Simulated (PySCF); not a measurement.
**Molybdenum: a sound run and one with changed settings**

Sound run: Mo⁺ [Kr] 4d5, Mo²⁺ [Kr] 4d4. Calculation: PySCF 2.14, in x2c-TZVPall; scalar relativity by spin-free X2C-1e. The sound run starts from symmetry-adapted Hartree-Fock orbitals and uses a fine grid where one is needed.

A second run was set up differently.

```csv
species,method,sound run (hartree),changed run (hartree),converged
Mo⁺,UHF,-4045.96314,-4045.91012,no
Mo⁺,BP86,-4048.56878,-4048.51451,no
Mo⁺,PBE,-4047.69283,-4047.63574,no
Mo²⁺,UHF,-4045.40769,-4045.26074,no
Mo²⁺,BP86,-4047.96050,-4047.82896,no
Mo²⁺,PBE,-4047.08620,-4046.95547,no
```

**Question.** What was changed?
A. basis contracted for another Hamiltonian
B. all electrons correlated in a valence basis
C. angular grid far too coarse
D. level shift left on

**Answer.** D. It used initial guess sap, at most 50 SCF cycles, level shift 2.0 hartree. A level shift slows the SCF but leaves a converged energy unchanged.
